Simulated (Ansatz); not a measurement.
Harmonic frequencies (cm⁻¹) at PBE0-D4/def2-TZVP from Ansatz: 28, 66, 81, 327, 599, 695, 725, 744, 785, 878, 917, 954, 981, 1132, 2166, 2208, 2260, 2280.

Each molecule was computed in one conformer, which needn't be the lowest.

Which molecule is it?
A. `O[Si](O)(O)[S]`•
B. `F[SiH2]O[SiH2]`•
C. `C[B][SeH]`•
D. `OB(O)[S]`•

B.
